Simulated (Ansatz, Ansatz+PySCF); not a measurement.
```xyz
9

C     0.8239   -0.0060   -0.0268
C    -0.4704    0.7229    0.0192
C    -0.4099   -0.7766    0.0354
H     1.4235    0.0005    0.8848
H     1.4426    0.0372   -0.9435
H    -0.6852    1.2485   -0.9252
H    -0.7202    1.2861    0.8718
H    -0.6946   -1.2322    0.9147
H    -0.7763   -1.2798   -0.9329
```

Basis set: def2-SVP (spherical functions). Left uncorrelated: 3 orbitals. Charge 0, multiplicity 1.

Computed with Ansatz (development build ahead of 0.2.0); each method stands on the lowest determinant of its kind that the runs found. Restricted open shells among the atoms or ions are ROHF, correlated in semicanonical orbitals with singles. Restricted functionals stand beside restricted open-shell atoms, which can lie above the unrestricted atoms usual in DFT and then raise those values.

The atomization energy at this shape (free ground-state atoms in the same class of orbitals less the molecule, no zero-point energy) of singlet C3H6:

| method | atomization energy |
| --- | --- |
| ωB97X (restricted) | 37.28 eV |
| ωB97X (unrestricted) | 37.06 eV |
| r²SCAN (restricted) | 37.30 eV |
| r²SCAN (unrestricted) | 37.07 eV |
| PBE0 (restricted) | 37.46 eV |
| PBE0 (unrestricted) | 37.33 eV |
| PBE (restricted) | 37.75 eV |
| PBE (unrestricted) | 37.65 eV |
| RHF-CCSD(T) | 35.39 eV |
| RHF-MP2 | 35.64 eV |
| UHF-MP2 | 35.62 eV |
| RHF | 28.52 eV |

Q: What does UHF give?

A: 28.19 eV. Caution: the shape is not the minimum.
